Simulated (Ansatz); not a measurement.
`[OH][Hf]([F])([F])[F]` + ethylmethylamine → `CC[N](C)[Hf]([F])([F])[F]` + H₂O  (ligand exchange at the Hf–O bond)

Program: Ansatz. Geometries: PBE0-D4/def2-TZVP. ΔE: electronic, gas phase. CCSD(T)/CBS is the MP2 limit (def2-TZVPP, def2-QZVPP) plus CCSD(T) − MP2 in def2-TZVPP, frozen cores. This one scheme is used for every species. Functionals use def2-TZVPP. HSE06 is defined as in plane-wave codes. def2 core potentials past Kr. For Hf outer-core shells are correlated without core-valence functions, which leaves a few kJ/mol of doubt a bond. Each species was taken in one conformer, which may not be the lowest.

```csv
level,ΔE (kJ/mol)
revPBE-D4,61.7
CAM-B3LYP-D4,75.9
PBE,69.8
HSE06,71.7
MP2/def2-SVP,68.5
CCSD/def2-TZVPP,65.0
HF/def2-QZVPP,94.1
HF/CBS(def2),94.2
```

(1) What does CCSD(T)/CBS give? (An estimate is asked.)

Largest T1 diagnostic among the species: 0.016.

Results:

(1) Ansatz gave: +62.4 kJ/mol. The listed levels differ from it by -0.7, 13.5, 7.4, 9.3, 6.1, 2.6, 31.7, 31.8 kJ/mol.

From BLYP to BHLYP (50 % exact exchange), in def2-TZVPP and without D4, ΔE moves by +4.5 kJ/mol. The D4 term adds −11.2 kJ/mol with B3LYP and −6.7 kJ/mol with PBE0; it sums over pairs of atoms, weighted by their polarisabilities, and B3LYP, whose exchange is more repulsive, gets the larger term. At CCSD(T), def2-SVP lies +7.4 kJ/mol from the extrapolated value and def2-TZVPP −2.6 kJ/mol.

B3LYP here is the variant with VWN-RPA as its local correlation; programs differ in this.
